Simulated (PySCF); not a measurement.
**Radial density of Os²⁺ (osmium, charge +2)**

UHF, [Xe] 4f14 5d6, high-spin 5D determinant. Computed with PySCF 2.14 in x2c-TZVPPall with one added diffuse shell each of s, p, d, f type (12s8p8d4f1g, 113 functions), with scalar relativity by spin-free X2C-1e.

| r (bohr) | 4πr²ρ (e/bohr) | 4πr²(ρα − ρβ) |
| --- | --- | --- |
| 0.0137 | 104.8 | -0.0025 |
| 0.0230 | 91.80 | -0.0031 |
| 0.0387 | 121.8 | 0.0115 |
| 0.0651 | 134.2 | 0.1246 |
| 0.109 | 111.0 | 0.2656 |
| 0.184 | 116.6 | -0.0150 |
| 0.310 | 69.98 | 0.3317 |
| 0.521 | 63.76 | 0.0574 |
| 0.876 | 20.82 | 1.1628 |
| 1.47 | 9.088 | 2.9408 |
| 2.48 | 1.390 | 0.7950 |
| 4.17 | 0.06778 | 0.0371 |
| 7.02 | 4.032e-05 | 0.0000 |
| 11.8 | 2.350e-05 | 0.0000 |

Densities and radii are taken from the X2C orbitals without a picture-change correction, which distorts them close to the nucleus.

Spin-orbit coupling, absent here, splits the open shell strongly.

(1) Where is the radial spin density 4πr²(ρα − ρβ) most negative, and why is it negative at all?

Answers

(1) Around r = 0.184 bohr, down to -0.0150 e/bohr: exchange with the open shell polarises the paired shells in an unrestricted calculation.
